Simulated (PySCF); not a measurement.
CH3Se, SMILES C[Se] (connectivity only; charge and spin as stated), charge -1, multiplicity 1. Heavy atoms are numbered as in [CH3:1][Se:2]. Hydrogens are named by the atom that carries them.

Coordinates come from a ωB97X-D3(BJ)/def2-TZVPD optimisation. The multiplicity is an assumed one; other spin states were not compared. The isomer is the one that the SMILES or the coordinates give; other isomers of the formula were not compared.

Calculation: PBE/pcSseg-2 (PySCF).

GIAO shieldings, no solvent; atoms alike by connectivity are averaged. δ = σ(ref) − σ: ¹³C against TMS (σ = 181.4 ppm); ⁷⁷Se against Me2Se (σ = 1646.5 ppm); ¹H against TMS (σ = 31.47 ppm), references at their B3LYP-D3(BJ)/def2-TZVP geometries, non-relativistic.

Computed chemical shifts:
```csv
nucleus,atoms,count,δ (ppm)
¹³C,C1 (CH3),1,11.6
⁷⁷Se,Se2,1,-283.8
¹H,H on C1,3,2.37
```
